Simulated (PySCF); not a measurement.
## Electron correlation in Sb⁺ (antimony, charge +1)

[Kr] 4d10 5s1 5p3, high-spin 5S determinant (an excited configuration). Calculation: PySCF 2.14, in ANO-RCC-VTZP; scalar relativity by spin-free X2C-1e. Frozen: [Ar] 3d10; 22 electrons correlated.

| level | correlation energy (mhartree) |
| --- | --- |
| CCSD | -564.81 |
| (T) | -9.72 |
| CCSD(T) | -574.53 |

Diagnostics: T1 = 0.0045, D1 = 0.0144, largest double amplitude 0.045.

Cost of the coupled-cluster step: roughly 14 core-seconds, for 22 correlated electrons.
